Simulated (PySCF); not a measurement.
## Computed properties of Mg2O, SMILES [O]([Mg])[Mg]

Mg2O, SMILES [Mg][O][Mg] (connectivity only; charge and spin as stated), neutral, multiplicity 1. Geometry optimised at PBE0-D3(BJ)/def2-TZVP. The values are those of a single conformer. All values are computed for the isolated molecule unless a solvent is named; none is compared with measurement here.

**Structure.** The optimised structure has D∞h symmetry. All 4 harmonic modes at PBE0-D3(BJ)/def2-TZVP (PySCF) are real, so it is a minimum. With heavy atoms numbered as in [Mg:1][O:2][Mg:3], the shortest bond between them is Mg1–O2 at 1.800 Å and the longest O2–Mg3 at 1.800 Å.

**Vibrations.** The strongest infrared lines (harmonic, unscaled, degenerate partners summed) lie at 863 cm⁻¹ (174 km/mol, O 75 %, Mg 25 %), 65 cm⁻¹ (39 km/mol, O 75 %, Mg 25 %). The softest mode is at 65 cm⁻¹ and the zero-point energy is 2.1 kcal/mol.

**Electronic structure.** r2SCAN/def2-TZVPD (PySCF) places the frontier levels at -4.01 and -3.46 eV, a gap of 0.55 eV, and gives a dipole moment of 0.00 D and a mean polarisability of 215.2 bohr³. PBE/def2-TZVPD (PySCF) at the same geometry gives -4.00 and -3.44 eV, so its gap is 0.01 eV wider. An orbital gap is neither the optical nor the fundamental gap.

**Excitations.** TDA-PBE0/def2-TZVPD (PySCF) has S1 at 2.66 eV (466 nm, f = 0.000, dark); the most intense of the 10 singlets computed lies at 3.03 eV (f = 2.41). Strengths of degenerate partners are summed. T1 (TDA) is at 2.40 eV, 0.26 eV under S1. TDA-PBE/def2-TZVPD (PySCF) puts S1 at 2.36 eV.
